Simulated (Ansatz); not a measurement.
All numbers were calculated with Ansatz.

A structure relaxed at PBE0-D4/def2-TZVP, charge 0, multiplicity 1:

```xyz
5

S     0.4462    1.6886   -0.0990
Ga   -0.3685   -0.3054    0.1992
Cl   -2.1616   -0.5733    1.3000
Cl    0.5960   -2.0262   -0.5939
H     1.4878    1.2162   -0.8063
```

(1) Give its formula and SMILES.

(2) Point group (tolerance 0.08 Å, 0.16 Å for H)?

(3) Summarise the bond lengths by kind.

Results:

(1) Cl2GaHS, `[SH][Ga]([Cl])[Cl]`.

(2) Cs.

(3) 1 × Ga–S 2.175 Å; 1 × H–S 1.345 Å; 2 × Cl–Ga 2.121 to 2.126 Å.
